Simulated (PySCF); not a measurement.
A structure optimised at B3LYP-D3(BJ)/def2-SVP, used in a PySCF frequency run:

```
Cr
O 1 1.5509
O 1 1.7433 2 99.16
H 3 0.9753 1 105.19 2 168.44
O 1 1.7433 2 99.16 3 -116.24
H 5 0.9753 1 105.19 2 -168.44
O 1 1.8226 2 87.66 5 -121.88
H 7 0.9718 1 109.58 2 0.00
O 1 1.8670 2 166.31 8 0.00
H 9 0.9686 1 114.54 2 0.00
```
Charge 0, spin multiplicity 1.

Q: Write its SMILES, formula and point group.

A: [O]=[Cr]([OH])([OH])([OH])[OH], CrH4O5, Cs

Q: What are its rotational constants (standard atomic weights)?

A: 3.0892, 2.9070, 2.6631 GHz
